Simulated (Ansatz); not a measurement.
Reaction: H4BPO (SMILES OBP) → H3BPO (SMILES OB[PH], doublet) + H (doublet) (the H-P bond breaks)
Each species at its own B3LYP-D3(BJ)/def2-TZVP minimum (Ansatz, a quantum-chemistry and plane-wave program), one conformer.

Property: bond dissociation energy (electronic), in kcal/mol. Open shells are spin-unrestricted; no spin-orbit coupling. CBS(X,Y): correlation extrapolated as X^-3, Hartree-Fock from the larger set. A bracket is a step between two methods taken in the basis named. The functionals are non-relativistic, so their misses hold any scalar relativity. Double hybrids freeze cores in their MP2 part. 'core' is core correlation in cc-pwCVTZ (1s frozen past Ne), 'X2C' scalar relativity in cc-pVTZ-DK, both at CCSD(T). For partners of very few electrons the exact lower level stands in for a higher one.

CCSD(T)/CBS(cc-pV(T+d)Z,cc-pV(Q+d)Z) + [CCSDT(Q) - CCSD(T)]/cc-pV(D+d)Z + core + X2C (Ansatz) gives 88.0 kcal/mol.

### Question
How far off this value is PBE/def2-TZVPD (Ansatz), in which direction, and which of these levels come nearer: PBE0/def2-TZVPD, B2PLYP/def2-TZVPD, CCSD(T)/CBS(cc-pV(T+d)Z,cc-pV(Q+d)Z) + core + X2C?

### Answer
PBE gives 84.5 kcal/mol, 3.5 kcal/mol below it. Differences of the others: PBE0/def2-TZVPD (Ansatz) -3.6; B2PLYP/def2-TZVPD (Ansatz) -2.7; CCSD(T)/CBS(cc-pV(T+d)Z,cc-pV(Q+d)Z) + core + X2C (Ansatz) 0.0 kcal/mol. Nearer than PBE: B2PLYP/def2-TZVPD, CCSD(T)/CBS(cc-pV(T+d)Z,cc-pV(Q+d)Z) + core + X2C.
